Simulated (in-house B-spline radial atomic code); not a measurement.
Ionising Kr II (Kr+) with different functionals

Computed with a B-spline radial code for spherical atoms: scalar-relativistic (spin-free X2C) Hamiltonian, Fermi nucleus of rms radius 4.1884 fm, spin-polarised at highest spin, spherical fractional occupations for the functionals, and exact exchange of hybrids averaged over the configuration. The ionisation energy is the difference of two self-consistent energies, [Ar] 3d10 4s2 4p5 → [Ar] 3d10 4s2 4p4, without Breit or QED terms; ε is the level of the shell that loses the electron (its least bound occupied spin orbital). There is no spin-orbit coupling in this Hamiltonian.

```
   method                    rung  ΔSCF (eV)  -ε(4p) (eV)
     PBE0           global hybrid      24.40        20.61
    B3LYP           global hybrid      24.48        20.35
    TPSSh           global hybrid      24.45        19.78
BHandHLYP           global hybrid      24.31        21.99
  r2SCAN0           global hybrid      24.52        20.81
    B97-1           global hybrid      24.34        20.30
    HSE06  range-separated hybrid      24.39        20.18
    wB97X  range-separated hybrid      24.30        23.09
CAM-B3LYP  range-separated hybrid      24.48        22.12
  LC-wPBE  range-separated hybrid      24.48        23.64
```

(1) Among the functionals, which spreads more, the ΔSCF values or the orbital energies?

(2) How do they compare with the NIST value?

Answers

(1) The orbital energies: ΔSCF values span about 0.22 eV and the orbital energies 3.86 eV; here energy differences depend much less on the functional than eigenvalues do.

(2) NIST lists 24.360 eV (measured, ground level to ground level). Errors run from -0.06 to +0.16 eV; B97-1 is closest (-0.02 eV), but part of that can be cancellation, since the calculations leave out spin-orbit coupling, Breit-QED terms, multiplet and fine-structure energies.
